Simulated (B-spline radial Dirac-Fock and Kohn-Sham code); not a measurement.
## K-line shifts caused by a second vacancy in Cu⁴⁺

System: the Cu⁴⁺ ion in the configuration [Ar] 3d7.

Input of the calculation (task.json; shells as n, l, electrons):

```json
{"items": [{
  "Z": 29,
  "q": 4,
  "cfg": [[1, 0, 2], [2, 0, 2], [2, 1, 6], [3, 0, 2], [3, 1, 6], [3, 2, 7]],
  "A": 63,
  "rrms": 3.8823,
  "do": ["binding", "quiet", "double"]
}]}
```

Run with: `python xray_run.py task.json out`

The computed values come from a radial atomic solver: relaxed Dirac-Fock hole states (ΔSCF) with Breit and QED corrections and a finite nucleus. Each two-hole energy is an average over J within one jj subconfiguration, not an observable level; in light atoms, where LS coupling holds, the j-resolved values are not observed lines, and for a K spectator the Kα1 hypersatellite is nearly forbidden. No correlation.

Lines without a spectator: Kα2 (K-L2) 8025.4 eV, Kα1 (K-L3) 8045.4 eV, Kβ3 (K-M2) 8907.2 eV, Kβ1 (K-M3) 8909.9 eV. Shifts in eV with one spectator hole (a dash: not computed, or left out as unreliable):

```csv
spectator hole,Kα2,Kα1,Kβ3,Kβ1
K (1s),+307.2,+310.2,+384.9,+385.5
L2 (2p1/2),+29.28,+35.9,–,+80.8
L3 (2p3/2),+32.9,+31.6,+77.6,–
M2 (3p1/2),–,+2.90,+7.01,+8.87
M3 (3p3/2),+2.60,–,+8.35,+7.88
```

With n spectator holes in 2p, averaged over the 2p shell (energies in eV):

```tsv
n	KαLⁿ	step	hypersatellite KαʰLⁿ
0	8038.7	–	8347.9
1	8071.7	+33.0	8382.1
2	8105.8	+34.1	8417.4
3	8141.0	+35.2	8453.9
4	8177.3	+36.4	8491.5
5	8214.9	+37.5	8530.2
```
